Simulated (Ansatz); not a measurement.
## Two structures, one formula

Two relaxed structures of SiH3Se (charge -1), singlet (PBE0-D4/def2-TZVPD; forces vanish, vibrations not checked).

A:

| atom | x (Å) | y (Å) | z (Å) |
| --- | --- | --- | --- |
| Si1 | 0.2002 | -1.1329 | 0.1429 |
| Se2 | 1.1699 | 0.9039 | -0.3456 |
| H3 | -0.5972 | -0.6439 | 1.3730 |
| H4 | 1.8863 | 1.6981 | 0.7701 |
| H5 | 0.2870 | 2.1679 | -0.4511 |

B:

```
5
angstrom
Si 0.2696 -1.1339 0.2362
Se 1.1837 1.0979 0.0636
H -0.9542 -0.7689 1.0895
H -0.5143 -1.1173 -1.0844
H 0.0152 1.9222 -0.3049
```

Program: Ansatz 0.2.0. Basis: def2-TZVPPD. Cores are frozen in the correlated methods. Filled d shells of the heavier atoms are correlated. The def2 sets are not built for correlating such inner shells, so the correlated values are less sure here. B3LYP uses VWN-RPA correlation.

**Question.** Which structure is lower at CCSD(T), and by how much? (To be estimated.)

**Answer.** Computed: B, by 2.875 eV (electronic energy, against the other). By their contacts, A is SiH₃Se ([SiH][SeH2]), total charge -1 and B is SiH₃Se ([SiH2][SeH]), total charge -1.

All methods give the same order:

```json
{"method": "PBE-D4", "E(B) − E(A) (eV)": "-2.544"}
{"method": "r2SCAN-D4", "E(B) − E(A) (eV)": "-2.727"}
{"method": "PBE0-D4", "E(B) − E(A) (eV)": "-2.776"}
{"method": "B3LYP-D4", "E(B) − E(A) (eV)": "-2.824"}
{"method": "wB97M-V", "E(B) − E(A) (eV)": "-3.028"}
{"method": "HF", "E(B) − E(A) (eV)": "-3.466"}
{"method": "MP2", "E(B) − E(A) (eV)": "-2.926"}
{"method": "CCSD", "E(B) − E(A) (eV)": "-3.011"}
{"method": "CCSD(T)", "E(B) − E(A) (eV)": "-2.875"}
```

No T1 diagnostic of these runs exceeds 0.018. The restricted Hartree–Fock reference is unstable towards an unrestricted one at one or more of these structures.

Labels in which every atom is bracketed show which atoms are joined, not bond orders.

For scale, one of the runs: CCSD(T)/def2-TZVPPD, 156 basis functions, launched by `ansatz run in.yaml --threads 2 --pin off --events-out ev --progress --plain --max-ram 4352MiB`. Time: 27 s of wall clock on 2 CPU threads of an Arm Neoverse V1; the host was shared. Peak host memory: 1 GiB.
